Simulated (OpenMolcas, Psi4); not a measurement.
## InClF2 (SMILES [F][In]([F])[Cl]): the vertical energy of the triplet above the singlet from total energies

InClF2 has 4 atoms, charge 0, and is taken as a singlet. As SMILES, `[F][In]([F])[Cl]`. The coordinates come from a PBE0-D4/def2-TZVP relaxation.

Both states at this one shape; open shells run unrestricted unless said. 1 Eh = 27.2114 eV.

| level | program | singlet InClF2 (Eh) | triplet InClF2 (Eh) |
| --- | --- | --- | --- |
| TPSS/def2-SVP (core potential) | OpenMolcas | -849.757053 | -849.586340 |
| TPSSh/def2-SVP (core potential) | Psi4 | -849.738107 | -849.557946 |

Problem. Work out the vertical gap, second state less first, at each level.

Solution. 
1. TPSS/def2-SVP (core potential): -849.586340 − (-849.757053) = 0.170713 Eh = 4.65 eV.
2. TPSSh/def2-SVP (core potential): -849.557946 − (-849.738107) = 0.180161 Eh = 4.90 eV.

No measured value is set beside it here; the levels span 4.65 to 4.90 eV. Spin-orbit coupling, which splits open shells on such heavy atoms by tenths of an eV, is left out.
